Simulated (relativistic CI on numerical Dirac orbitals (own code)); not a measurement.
## Forbidden transitions in Ba9+

Calculated at this level of theory: Dirac-Coulomb-Breit CI, KLI orbitals optimised for each configuration, a model potential for QED, unscaled Slater integrals (own radial code, finite nucleus).

Configurations in the expansion (outside the closed core [Kr]): 4d10 5s, 4d10 5p, 4d10 4f, 4d10 5d, 4d10 5f, 4d10 5g, 4d9 5s 4f, 4d10 6s, 4d9 5s2, 4d10 6p, 4d10 6d, 4d9 5s 5p. Double excitations out of closed p, d and f shells are left out; levels of such configurations are missing from the list, as are those of other unlisted configurations, and high levels can miss mixing partners.

```csv
λ vac (nm),Lower,Upper,Type,A (s⁻¹),gf,Branching (%)
13.100,4d10 5s 2S_1/2 [1],4d9 5s 4f 4P°_5/2 [35],M2,3.68e+03,5.68e-08,7.9
15.967,4d10 5s 2S_1/2 [1],4d9 5s2 2D_3/2 [14],E2,1.10e+06,1.68e-05,7.2
16.343,4d10 4f 2F°_5/2 [4],4d9 5s 4f 2G°_7/2 [76],E2,9.53e+04,3.05e-06,4.1
16.378,4d10 4f 2F°_7/2 [5],4d9 5s 4f 2G°_7/2 [76],E2,7.21e+05,2.32e-05,31.1
16.454,4d10 4f 2F°_5/2 [4],4d9 5s 4f 2G°_9/2 [75],E2,5.60e+04,2.27e-06,4.2
16.490,4d10 4f 2F°_7/2 [5],4d9 5s 4f 2G°_9/2 [75],E2,1.27e+06,5.18e-05,95.8
16.530,4d10 5s 2S_1/2 [1],4d9 5s2 2D_5/2 [11],E2,9.92e+05,2.44e-05,11.6
16.572,4d10 5p 2P°_3/2 [3],4d9 5s 4f 4P°_5/2 [35],E2,1.02e+03,2.53e-08,2.2
16.589,4d10 4f 2F°_5/2 [4],4d9 5s 4f 4G°_7/2 [72],E2,4.22e+05,1.39e-05,7.0
16.661,4d10 4f 2F°_5/2 [4],4d9 5s 4f 2G°_9/2 [71],E2,5.23e+03,2.18e-07,6.1
16.698,4d10 4f 2F°_7/2 [5],4d9 5s 4f 2G°_9/2 [71],E2,7.98e+04,3.33e-06,93.7
16.884,4d10 4f 2F°_7/2 [5],4d9 5s 4f 2H°_11/2 [67],E2,4.45e+05,2.28e-05,99.9
16.909,4d10 4f 2F°_5/2 [4],4d9 5s 4f 2G°_7/2 [66],E2,5.66e+05,1.94e-05,3.6
16.921,4d10 4f 2F°_5/2 [4],4d9 5s 4f 4G°_9/2 [64],E2,2.51e+05,1.08e-05,86.2
16.959,4d10 4f 2F°_7/2 [5],4d9 5s 4f 4G°_9/2 [64],E2,3.98e+04,1.72e-06,13.7
16.998,4d10 5p 2P°_3/2 [3],4d9 5s 5p 4D°_7/2 [28],E2,2.79e+05,9.67e-06,2.2
17.064,4d10 4f 2F°_5/2 [4],4d9 5s 4f 2H°_9/2 [60],E2,4.01e+04,1.75e-06,23.4
17.102,4d10 4f 2F°_7/2 [5],4d9 5s 4f 2H°_9/2 [60],E2,1.31e+05,5.75e-06,76.5
17.246,4d10 4f 2F°_7/2 [5],4d9 5s 4f 4G°_11/2 [57],E2,2.88e+05,1.54e-05,100.0
17.334,4d10 4f 2F°_5/2 [4],4d9 5s 4f 2H°_9/2 [52],E2,7.38e+05,3.33e-05,83.1
17.373,4d10 4f 2F°_7/2 [5],4d9 5s 4f 2H°_9/2 [52],E2,1.50e+05,6.80e-06,16.9
17.455,4d10 4f 2F°_5/2 [4],4d9 5s 4f 4F°_9/2 [50],E2,2.34e+04,1.07e-06,56.8
17.495,4d10 4f 2F°_7/2 [5],4d9 5s 4f 4F°_9/2 [50],E2,1.78e+04,8.15e-07,43.1
17.558,4d10 4f 2F°_5/2 [4],4d9 5s 4f 4H°_7/2 [45],E2,4.23e+04,1.56e-06,5.4
17.573,4d10 4f 2F°_7/2 [5],4d9 5s 4f 4F°_5/2 [47],E2,9.80e+04,2.72e-06,6.5
17.618,4d10 4f 2F°_7/2 [5],4d9 5s 4f 2H°_11/2 [44],E2,5.01e+05,2.80e-05,100.0
17.800,4d10 4f 2F°_5/2 [4],4d9 5s 4f 4H°_9/2 [43],E2,2.38e+05,1.13e-05,99.4
17.963,4d10 4f 2F°_7/2 [5],4d9 5s 4f 4H°_11/2 [42],E2,1.05e+05,6.08e-06,100.0
18.406,4d10 4f 2F°_5/2 [4],4d9 5s 4f 4P°_5/2 [35],E2,3.91e+03,1.19e-07,8.4
18.450,4d10 4f 2F°_7/2 [5],4d9 5s 4f 4P°_5/2 [35],E2,2.07e+04,6.35e-07,44.3
```

Terms are leading LS components. Brackets give the number of a level in order of energy, since labels repeat. The list gives strong lines, with weight on those to low levels. Levels whose partners in the same complex of configurations lie outside the list can be far off, and so can their lines. Rates are taken at the computed energies, electric ones in the length gauge.

At this charge transitions that keep the count of f electrons are usually good to a few per cent. Levels and lines within the n = 5 or 6 shells can be off by up to 10 % or somewhat more, and those that change n by about 2 %, since core polarisation is missing. Levels that differ in their count of f electrons can be misplaced by several ten thousand cm⁻¹, since the correlation energy of f electrons is missing or only estimated; rates across such gaps can be off by orders of magnitude.

LS names give the leading component of a level, which can be under half, so a name can repeat, a term be missing and a line seem to break the LS rules.
